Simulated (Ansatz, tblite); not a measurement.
Cost and result up the ladder for `c1cc2ccc3c[o+]cc4ccc(c1)c2c34` (25 atoms). Charge 1, multiplicity 1. Geometry: PBE-D4/def2-SVP.

```xyz
25

C     0.392   -3.208   -0.874
C     0.071   -2.259   -1.858
C    -0.100   -0.902   -1.516
C    -0.430    0.107   -2.489
C    -0.592    1.427   -2.138
C    -0.431    1.825   -0.766
C    -0.580    3.142   -0.335
O    -0.425    3.478    0.948
C    -0.120    2.590    1.897
C     0.057    1.240    1.601
C     0.386    0.256    2.597
C     0.545   -1.060    2.230
C     0.392   -1.490    0.865
C     0.551   -2.835    0.470
C     0.063   -0.516   -0.141
C    -0.103    0.837    0.228
H     0.521   -4.262   -1.162
H    -0.050   -2.572   -2.906
H    -0.549   -0.198   -3.540
H    -0.844    2.185   -2.893
H    -0.829    4.005   -0.969
H    -0.032    3.050    2.892
H     0.507    0.568    3.644
H     0.798   -1.814    2.990
H     0.804   -3.594    1.225
```

Ansatz on 4 threads of Intel Xeon 6975P-C on a shared host; xTB runs through tblite on one thread. Times are rough, summed over both states, and most runs start from the orbitals of an earlier one. PBE0-D4/def2-SVP serves as the yardstick here, not as an exact answer. The other state is a triplet.

The xTB rows come from tblite.

xTB has no spin-polarisation term.

| level | functions | vertical triplet (eV) | difference from PBE0-D4/def2-SVP (eV) |
| --- | --- | --- | --- |
| PBE0-D4/def2-SVP | 269 | 1.95 | 0.00 |
| GFN1-xTB | 82 | 2.21 | 0.25 |
| GFN2-xTB | 73 | 2.24 | 0.29 |
| PBE-D4/def2-SVP | 269 | 2.04 | 0.09 |

(1) Estimate how long each takes.

Results:

(1) GFN2-xTB 0.04 s; GFN1-xTB 0.051 s; PBE-D4/def2-SVP 8.9 s; PBE0-D4/def2-SVP 19 s. On shared hardware such times vary by a factor of up to 3.
